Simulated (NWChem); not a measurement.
Basis-set convergence for Cl$_{3}$In

```xyz
4

In     0.0000     0.0000     0.0000
Cl     0.0000     0.0000     2.3209
Cl    -2.0100     0.0000    -1.1604
Cl     2.0100     0.0000    -1.1604
```
Charge 0, spin multiplicity 1.

Everything below was run with NWChem. The geometry was optimised at PBE0/def2-SVP with def2 effective core potentials on In, a minimum by its harmonic frequencies.

Quantity: first vertical ionisation energy at the level G0W0@PBE.

Effective core potentials replace the inner electrons of In; spin-orbit coupling is left out. GW and range-separated runs recompute their integrals, the others keep them in memory, which bears on the times. The structure started from a generated list of species.

The cost column gives rough processor time relative to def2-SVP; each entry includes its own SCF.

```tsv
basis	functions	first vertical ionisation energy (eV)	relative cost
def2-SVP	80	10.24	1
def2-SVPD	113	10.52	4
def2-TZVP	161	10.79	8
def2-TZVPP	176	10.83	8
def2-TZVPD	194	10.79	10
```

Smallest basis within 0.2 eV of def2-TZVPD, the largest set run: def2-TZVP, with 161 functions against 194 (also within reach: def2-TZVPP). def2-TZVPD isn't the basis-set limit itself, and a small set can land close by cancellation.
